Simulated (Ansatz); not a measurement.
`[AlH2]/[CH]=C/Cl` + H₂S → `[AlH2][SH]` + `C=CCl` at 298.15 K and 1 bar (ligand exchange at the Al–C bond).

Isolated molecules relaxed with PBE0-D4/def2-TZVP in Ansatz; ΔE leaves out vibrations. CCSD(T)/CBS adds triple-zeta CCSD(T) − MP2 to the extrapolated MP2 energy (def2 sets, frozen cores). This one scheme is used for every species.

| species | CCSD(T)/CBS energy (Eh) | H − E (kJ/mol) | S (J/(mol·K)) |
| --- | --- | --- | --- |
| `[AlH2]/[CH]=C/Cl` | -780.26523 | 139.5 | 319.9 |
| H₂S | -398.97279 | 49.9 | 205.7 |
| `[AlH2][SH]` | -641.61836 | 72.6 | 268.0 |
| `C=CCl` | -537.65823 | 124.1 | 263.4 |

H − E and S are ideal-gas, rigid-rotor, harmonic terms from PBE0-D4/def2-TZVP. 1 Eh = 2625.50 kJ/mol, R = 8.31446 J/(mol·K).

Task: By hand: ΔE, ΔH, ΔS and ΔG.

Result: ΔE = (-641.61836) + (-537.65823) − (-780.26523) − (-398.97279) = -0.03857 Eh = -101.3 kJ/mol. Δ(H − E) = 72.6 + 124.1 − 139.5 − 49.9 = 7.3, so ΔH = -94.0 kJ/mol. ΔS = 268.0 + 263.4 − 319.9 − 205.7 = 5.8 J/(mol·K). ΔG = -94.0 − 298.15 × (5.8)/1000 = -95.7 kJ/mol.

Task: By hand: the equilibrium constant, and the temperature at which ΔG would vanish if ΔH and ΔS stayed fixed.

Result: log₁₀ K = −ΔG/(RT ln 10) = 16.8. ΔH and −TΔS have one sign here, so there is no such temperature. One of them is within its doubt of zero, so this could turn.

The number of gas molecules stays the same, so ΔS is small and ΔH decides. A doubt of 5 kJ/mol in ΔE shifts log₁₀ K by 0.9 here. These are equilibria of isolated gas molecules and say nothing of rates. Largest T1 diagnostic: 0.011 (customary marks: 0.02 for closed shells, 0.045 for open ones).
